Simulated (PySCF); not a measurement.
Spinor energies of Sc (scandium, neutral)

Start: [Ar] 4s2 4p1; 4p3/2 filled at m_j = +3/2. Calculated with PySCF 2.14 in x2c-TZVPall-2c with one added diffuse shell each of s, p, d type (7s8p5d1f, 63 functions): generalised Hartree-Fock with the X2C-1e Hamiltonian and a Gaussian nucleus; one run each with spin-orbit coupling (SO) switched off, then screened by Boettger's factors. This is a chosen level, not necessarily the ground level.

```json
{"spinor shell": "1s1/2", "electrons": "2", "ε, spin-free (eV)": "-4545.9", "ε, screened SO (eV)": "-4545.9", "weight of nominal j (screened SO)": "1.000", "rms radius, screened SO (bohr)": "0.0844"}
{"spinor shell": "2s1/2", "electrons": "2", "ε, spin-free (eV)": "-531.57", "ε, screened SO (eV)": "-531.58", "weight of nominal j (screened SO)": "1.000", "rms radius, screened SO (bohr)": "0.370"}
{"spinor shell": "2p1/2", "electrons": "2", "ε, spin-free (eV)": "-434.11", "ε, screened SO (eV)": "-437.32", "weight of nominal j (screened SO)": "1.000", "rms radius, screened SO (bohr)": "0.338"}
{"spinor shell": "2p3/2", "electrons": "4", "ε, spin-free (eV)": "-434.11", "ε, screened SO (eV)": "-432.54", "weight of nominal j (screened SO)": "1.000", "rms radius, screened SO (bohr)": "0.341"}
{"spinor shell": "3s1/2", "electrons": "2", "ε, spin-free (eV)": "-77.020", "ε, screened SO (eV)": "-77.032", "weight of nominal j (screened SO)": "1.000", "rms radius, screened SO (bohr)": "1.13"}
{"spinor shell": "3p1/2", "electrons": "2", "ε, spin-free (eV)": "-48.827", "ε, screened SO (eV)": "-49.204", "weight of nominal j (screened SO)": "0.966", "rms radius, screened SO (bohr)": "1.24"}
{"spinor shell": "3p3/2", "electrons": "4", "ε, spin-free (eV)": "-48.827", "ε, screened SO (eV)": "-48.659", "weight of nominal j (screened SO)": "0.983", "rms radius, screened SO (bohr)": "1.24"}
{"spinor shell": "4s1/2", "electrons": "2", "ε, spin-free (eV)": "-7.934", "ε, screened SO (eV)": "-7.939", "weight of nominal j (screened SO)": "0.979", "rms radius, screened SO (bohr)": "3.70"}
{"spinor shell": "4p3/2", "electrons": "1", "ε, spin-free (eV)": "-4.730", "ε, screened SO (eV)": "-4.720", "weight of nominal j (screened SO)": "1.000", "rms radius, screened SO (bohr)": "4.78"}
```

```tsv
quantity	spin-free	screened SO
E (hartree)	-763.17184	-763.17612
M_J	3/2	3/2
⟨J²⟩	4.052	4.050
⟨L²⟩	2.262	2.259
⟨S²⟩	0.790	0.790
```

Each row is a mean over spinors that exchange with the open shell spreads, by up to 1.210 eV (4s1/2).

⟨J²⟩ departs a little from M_J(M_J + 1) because the unrestricted spinors polarise the closed shells.

Without spin-orbit coupling the j labels of p, d and f shells carry no meaning; the spin-free column gives the mean over the occupied spinors of each nl shell, and its ⟨J²⟩ belongs to a mixture of degenerate components.
